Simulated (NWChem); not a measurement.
Species: GeSiH₆O; SMILES [OH][GeH2][SiH3]

```xyz
9

O      1.0903    -1.5392    -0.0586
Ge    -0.3802    -0.5182    -0.0012
Si     0.2199     1.7983    -0.0105
H      1.6806    -1.3748     0.6841
H     -1.1521    -0.9229    -1.2661
H     -1.2161    -0.8695     1.2528
H      1.0956     2.0979     1.1652
H     -1.0059     2.6511     0.0775
H      0.9641     2.1371    -1.2608
```
Atoms are numbered in this order, from 1.

Program: NWChem. Pople sets run with spherical d functions. The geometry was optimised at PBE0/def2-SVP. B3LYP is NWChem's, with the RPA form of VWN correlation. Vertical excitations in the gas phase; the lowest state need not have the same character in each row.

```csv
level,"lowest excitation, singlet (eV)",oscillator strength of that lowest state,"lowest state with f > 0.02, singlet (eV)",lowest triplet (eV),orbital gap (eV)
"PBE/6-31G*, full TDDFT",5.41,0.007,6.47,4.93,5.21
"B3LYP/6-31G*, full TDDFT",5.85,0.011,7.03,5.31,6.99
"Hartree-Fock/6-31G*, TDHF",7.20,0.021,7.20,6.17,13.50
"PBE0/6-31G*, full TDDFT",5.99,0.011,7.19,5.39,7.45
```
